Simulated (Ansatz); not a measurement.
`BrP(Br)Br` at its PBE0-D4/def2-TZVP geometry, where that method's forces vanish. Total charge 0; spin multiplicity 1.

```xyz
4

Br   -0.1395    0.3853   -1.9585
P    -0.6787   -0.3076    0.0835
Br   -0.2496    1.5098    1.2891
Br    1.0678   -1.5875    0.5859
```

Question: What forces (eV/Å) does B3LYP-D4/def2-TZVPP give on these atoms in the Gaussian-basis code of Ansatz? (Estimate.)

Answer: The calculation gave: 
```
Br1  0.061  0.116 -0.396
P2  -0.399 -0.181  0.049
Br3  0.039  0.337  0.242
Br4  0.298 -0.272  0.104
```

B3LYP here is the variant with VWN-RPA as its local correlation; programs differ in this.
